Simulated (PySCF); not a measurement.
C3H13BSi2, SMILES [Si](C)(C)(C)[SiH2]B, singlet, GFN2-xTB optimised geometry.

```
19

B      2.49     0.23     1.68
Si     1.85    -0.48     0.00
Si    -0.50    -0.48     0.00
C     -1.19     1.31     0.00
C     -1.19    -1.35     1.56
C     -1.22    -1.38    -1.53
H      2.64     1.39     1.85
H      2.66    -0.45     2.62
H      2.28    -1.86    -0.32
H      2.27     0.26    -1.21
H     -0.86     1.85     0.88
H     -2.28     1.32    -0.01
H     -0.85     1.86    -0.87
H     -0.86    -0.85     2.47
H     -2.28    -1.37     1.57
H     -0.85    -2.38     1.62
H     -0.89    -0.90    -2.45
H     -0.90    -2.41    -1.56
H     -2.31    -1.37    -1.53
```

Density from CAM-B3LYP/def2-SVP run with PySCF at that geometry.

Minimum of the electron density along straight lines between bonded atoms, close to the bond critical point (lines longer than 1.1 times the sum of covalent radii, or with two minima, are not listed):

```
bond     length / Å  ρ at the minimum / e bohr⁻³  ∇²ρ there / e bohr⁻⁵  position (fraction from the first atom)
-------  ----------  ---------------------------  --------------------  ---------------------------------------
B1–Si2        1.935                        0.116                     ?                                     0.62
Si3–C4        1.914                        0.109                  0.30                                     0.38
Si3–C5        1.914                        0.109                  0.30                                     0.38
Si3–C6        1.913                        0.109                  0.30                                     0.38
B1–H7         1.172                        0.181                 -0.15                                     0.43
B1–H8         1.172                        0.181                 -0.15                                     0.43
Si2–H9        1.478                        0.112                  0.32                                     0.49
Si2–H10       1.478                        0.112                  0.32                                     0.49
C4–H11        1.086                        0.272                 -0.98                                     0.63
C4–H12        1.087                        0.271                 -0.98                                     0.63
C4–H13        1.086                        0.272                 -0.98                                     0.63
C5–H14        1.087                        0.272                 -0.97                                     0.62
C5–H15        1.087                        0.272                 -0.98                                     0.63
C5–H16        1.086                        0.272                 -0.98                                     0.63
C6–H17        1.086                        0.273                 -0.99                                     0.63
C6–H18        1.086                        0.273                 -0.99                                     0.63
C6–H19        1.087                        0.271                 -0.98                                     0.63
```

Task: Fill in the missing entries.

Result: 
- B1–Si2, ∇²ρ there / e bohr⁻⁵: 0.16
